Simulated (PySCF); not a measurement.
Compound: C₆H₇FO₂ (charge +1 and doublet state).
Numbering: `[CH2:1]=[C:2]([CH3:3])[C:4](=[O:5])[O:6][C:7]([CH2+:8])[F:9]` (hydrogens: H10, H11 on C1; H12, H13, H14 on C3; H15, H16 on C8)

Geometry (GFN2-xTB, Å), atoms numbered from 1 in this order:
```xyz
16
C6H7FO2 angstrom
C     -1.7119   -0.4436    1.5957
C     -1.3368    0.0316    0.3926
C     -2.2371    0.3941   -0.7128
C      0.1125    0.2999    0.1052
O      0.5098    1.0296   -0.7485
O      0.9061   -0.4073    0.9576
C      2.2348   -0.5293    0.8133
C      3.0827    0.1237   -0.0025
F      2.6621   -1.4590    1.6404
H     -2.7488   -0.4227    1.8994
H     -1.0096   -0.8250    2.3208
H     -1.9469    1.3725   -1.1107
H     -2.1229   -0.2871   -1.5642
H     -3.2797    0.3605   -0.4066
H      2.7362    0.8320   -0.7380
H      4.1419   -0.0610    0.0819
```

The hyperfine couplings belong to this conformer and change with its torsions.

Computed, not measured: PySCF 2.14.0, UKS B3LYP, pcH-1 on C F H O, non-relativistic, mean-field spin-orbit, GIAO. Isolated species at its GFN2-xTB geometry (one conformer only). A GFN2-xTB geometry isn't a minimum of the functional, and hyperfine couplings can be far from their values at a DFT geometry, by a factor of two or more for some ions and for spin on atoms past the first row. The frame is twisted about the C2–C4 bond at this geometry (dihedral C3–C2–C4–O5 = 18°); couplings at other torsion angles weren't computed. The SCF solution wasn't tested for stability.

**Question.** Predict the first-order ENDOR lines of F9, H15, H12/H13/H14, H16, H11 and H10 under fast tumbling at B = 341.6 mT (X band).

**Answer.** For S = 1/2 in fast tumbling each set of equivalent nuclei gives two lines, ν± = |νn ± a/2| to first order, with νn = g_N μN B/h and μN/h = 7.62259 MHz/T.

```tsv
nuclei	isotope	g_N	νn (MHz)	a_iso (MHz)	lower line (MHz)	upper line (MHz)
F9	19F	5.2577	13.69	26.32	0.53	26.85
H15	1H	5.5857	14.54	-32.37	1.64	30.73
H12/H13/H14	1H	5.5857	14.54	32.23	1.57	30.66
H16	1H	5.5857	14.54	-31.59	1.25	30.34
H11	1H	5.5857	14.54	-11.46	8.82	20.27
H10	1H	5.5857	14.54	-10.63	9.23	19.86
```

**Question.** Which pairs are centred on the nuclear Larmor frequency, and which on half the coupling?

**Answer.** Centred on νn, since |a| < 2νn: F9, H11 and H10. Centred on |a|/2 and split by 2νn: H15, H12/H13/H14 and H16.

**Question.** At what field would the lower line of F9 fall to zero frequency?

**Answer.** Where νn = |a|/2, that is B = 13.16 MHz/(5.2577 × 7.62259 MHz/T) = 328 mT, as far as first order holds there.

Means are taken over nuclei equivalent by connectivity, which assumes that they swap fast. H15 and H16 aren't averaged: C8 is flat or nearly so (angle sum 360°), and its turn about the short C8–C7 bond (1.35 Å) is taken as slow. The three 1H nuclei of mean +32.2 MHz run from 3.5 to 50.0 MHz in the frozen geometry.

The SMILES draws the unpaired electron on C7; the largest computed Mulliken spin population is on C8 (0.49 against 0.07).
